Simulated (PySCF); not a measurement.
B97-3 on Ga (gallium, neutral)

Configuration: [Ar] 3d10 4s2 4d1, 2D determinant (an excited configuration). Computed with PySCF 2.14 in aug-cc-pVQZ-PP with ECP10MDF (7s6p5d3f2g, 89 functions), with a scalar-relativistic core potential.

| Quantity | Value |
| --- | --- |
| Total energy | -259.3323 hartree |
| One-electron energy | -459.7341 hartree |
| Hartree (Coulomb) energy | 223.1430 hartree |
| Exchange-correlation energy | -22.7413 hartree |
| ⟨S²⟩ | 0.7502 |
| ⟨L²⟩ | 6.001 |
| Sum of ⟨r⟩ | 25.35 bohr |
| Sum of ⟨r²⟩ | 84.52 bohr² |
| Traceless quadrupole moment −½Σ⟨3z² − r²⟩ along its main axis | 17.2 e·bohr² |

```
shell  electrons  mean orbital energy (eV)  spread (eV)  rms radius, mean of both spins (bohr)
 3s α          1                   -160.34            0                                  0.703
 3s β          1                   -160.34            0                                  0.703
 3p α          3                   -110.00        0.010                                  0.741
 3p β          3                   -109.99        0.015                                  0.741
 3d α          5                   -27.300        0.015                                  0.903
 3d β          5                   -27.295        0.019                                  0.903
 4s β          1                   -13.051            0                                   2.42
 4s α          1                   -13.050            0                                   2.42
 4d α          1                    -0.950            0                                   7.77
```

Energies and moments cover only the electrons outside the core potential. The outer electron is Rydberg-like, and this basis confines it to a smaller radius and binds it less than a complete one would.
